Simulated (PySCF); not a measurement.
# Al⁸⁺: fine-structure interval

Al⁸⁺ [He] 2s2 2p1 [2p1/2^1, M_J = 1/2] → Al⁸⁺ [He] 2s2 2p1 [2p3/2^1, M_J = 3/2], as a difference of total energies. All numbers are calculated (PySCF 2.14, the two-component X2C-1e Hamiltonian, in an uncontracted even-tempered set (18 s from 0.97 bohr⁻², ratio 2.4; 10 p from 1.3 bohr⁻², ratio 2.4; 5 d from 5.1 bohr⁻², ratio 2.6; 5 f from 7.6 bohr⁻², ratio 2.6)). Correlated levels: nothing frozen; the 30 highest virtual spinors dropped. "Screened" scales the spin-orbit matrix elements by Boettger's factors to mimic the two-electron term; Breit and QED terms are absent.

```json
{"method": "GHF (screened spin-orbit)", "fine-structure interval (cm⁻¹)": "6012.0"}
{"method": "GMP2 (screened spin-orbit)", "fine-structure interval (cm⁻¹)": "5165.0"}
{"method": "GHF (bare spin-orbit)", "fine-structure interval (cm⁻¹)": "6969.8"}
```
